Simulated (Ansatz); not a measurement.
The cluster GeTe₄. The state is a singlet with charge 0. Geometry PBE-D4/def2-SVP.

Cartesian coordinates in Å:
```
Ge 0.6475 1.3857 0.3032
Te -1.8008 1.0555 -1.1129
Te 1.9184 -0.6593 -1.2171
Te -0.1500 -0.4654 2.3147
Te -0.6150 -1.3165 -0.2879
```

In the def2 sets Te takes a core potential; there is no spin–orbit coupling. Another isomer (singlet) lies 0.54 eV lower at PBE0-D4/def2-TZVP; other spin states weren't run for this one.

Question: Estimate the orbital energies around the gap (eV) in Ansatz with PBE-D4/def2-TZVP, r2SCAN-D4/def2-TZVP, PBE0-D4/def2-TZVP, BHLYP-D4/def2-TZVP, ωB97X-V/def2-TZVP.

Answer: 
| orbital | PBE-D4/def2-TZVP | r2SCAN-D4/def2-TZVP | PBE0-D4/def2-TZVP | BHLYP-D4/def2-TZVP | ωB97X-V/def2-TZVP |
| --- | --- | --- | --- | --- | --- |
| HOMO−5 | -7.03 | -7.33 | -8.04 | -8.84 | -10.18 |
| HOMO−4 | -7.03 | -7.33 | -8.04 | -8.84 | -10.18 |
| HOMO−3 | -5.57 | -5.83 | -6.54 | -7.32 | -8.60 |
| HOMO−2 | -5.57 | -5.83 | -6.54 | -7.31 | -8.60 |
| HOMO−1 | -5.31 | -5.50 | -6.04 | -6.74 | -8.05 |
| HOMO | -4.95 | -5.20 | -5.93 | -6.61 | -7.76 |
| LUMO | -3.63 | -3.59 | -2.99 | -2.24 | -1.18 |
| LUMO+1 | -3.34 | -3.34 | -2.73 | -1.92 | -0.89 |
| LUMO+2 | -3.34 | -3.34 | -2.73 | -1.92 | -0.89 |
| LUMO+3 | -2.56 | -2.45 | -1.90 | -1.11 | -0.11 |
| LUMO+4 | -1.99 | -1.88 | -1.32 | -0.52 | 0.50 |
| LUMO+5 | -1.99 | -1.88 | -1.32 | -0.52 | 0.50 |
